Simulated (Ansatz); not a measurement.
Geometry optimisation, RKS PBE/def2-SVP in Ansatz 0.2.0.

Input:

```yaml
crystal:
  periodic: [false, false, false]
  atoms:
    - { symbol: Ga, position_ang: [0.021425, 0.685585, -0.420194] }
    - { symbol: H, position_ang: [-0.073729, -0.139184, 2.226701] }
    - { symbol: "N", position_ang: [1.619396, -0.178845, -0.720681] }
    - { symbol: H, position_ang: [1.685266, -0.740535, -1.574472] }
    - { symbol: H, position_ang: [2.483797, 0.358396, -0.610217] }
    - { symbol: "N", position_ang: [-1.564265, 0.10337, -1.129716] }
    - { symbol: H, position_ang: [-1.687306, -0.892335, -1.327858] }
    - { symbol: H, position_ang: [-2.425569, 0.488, -0.732323] }
    - { symbol: O, position_ang: [-0.091936, 2.195045, 0.556146] }
    - { symbol: H, position_ang: [0.778521, 2.548868, 0.811607] }
    - { symbol: H, position_ang: [-0.112301, 0.562234, 2.052308] }
basis:
  gaussian: { orbitals: def2-SVP }
hamiltonian:
  xc: pbe
relax:
  f_tol: 0.03
  max_steps: 50
```

Command:

```bash
$ ansatz run input.yaml --threads 4 --pin off --max-ram 5120MiB --backend cpu --events-out ev --progress --plain --runs-dir out
```

**Question.** Where does it end, and by what steps?

**Answer.** The run converged. The force dipped under the threshold on the way, but the program's further checks kept it going. After 16 steps the energy has fallen by 0.124 eV; H2 moved furthest, 1.41 Å.

```csv
step,energy less start (eV),largest force component (eV/Å),accepted
0,0.0000,1.895,yes
1,-0.0822,0.147,yes
2,-0.0950,0.062,yes
3,-0.0883,0.743,no
4,-0.1009,0.034,yes
5,-0.1045,0.181,yes
6,-0.1101,0.166,yes
7,-0.1160,0.123,yes
8,-0.1159,0.387,no
9,-0.1185,0.079,yes
10,-0.1207,0.065,yes
11,-0.1220,0.142,yes
12,-0.1226,0.155,yes
13,-0.1233,0.098,yes
14,-0.1238,0.014,yes
15,-0.1239,0.010,yes
16,-0.1240,0.010,yes
```

```xyz
11
Properties=species:S:1:pos:R:3
Ga 0.040 0.569 -0.640
H -0.174 0.453 3.505
N 1.653 -0.168 -1.122
H 1.730 -0.587 -2.053
H 2.511 0.349 -0.913
N -1.560 0.117 -1.407
H -1.668 -0.811 -1.824
H -2.406 0.366 -0.888
O -0.077 1.817 0.676
H 0.799 2.106 0.990
H -0.215 0.779 2.807
```

Whether the end is a true minimum wasn't checked by a vibrational analysis.

Run time: 19 s on 4 threads of Arm Neoverse V1, on a shared host, peak memory 0.16 GiB.
